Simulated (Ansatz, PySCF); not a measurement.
2-(disilanyl)ethanol (C₂H₁₀OSi₂), SMILES OCC[SiH2][SiH3].

Coordinates come from a B3LYP-D3(BJ)/def2-SVP optimisation. The values are those of a single conformer.

Vertical ionisation energy (IE) and electron affinity (EA) in eV. Rows of orbital energies are one-electron estimates. Where ΔSCF, EOM or ADC give a negative EA the extra electron is unbound and the value depends on the basis.

```json
[
 {"level": "−ε(HOMO), −ε(LUMO), HF/def2-TZVP (PySCF)", "IE": "10.77", "EA": "-2.97"},
 {"level": "−ε(HOMO), −ε(LUMO), PBE/def2-TZVP (PySCF)", "IE": "6.31", "EA": "0.79"},
 {"level": "ΔSCF, CAM-B3LYP/def2-SVPD (Ansatz), final states of multiplicity 2 and 2", "IE": "10.15", "EA": "-1.45"},
 {"level": "ΔSCF, PBE/def2-SVPD (Ansatz), final states of multiplicity 2 and 2", "IE": "9.34", "EA": "-1.05"}
]
```

**Question.** What vertical singlet–triplet gap does ΔSCF give with CAM-B3LYP/def2-SVPD (Ansatz, a first-principles code) and with PBE/def2-SVPD (Ansatz)? (The exact figures need the calculation; the answer reports its results.)

**Answer.** 6.46 and 5.83 eV (triplet above singlet where positive).
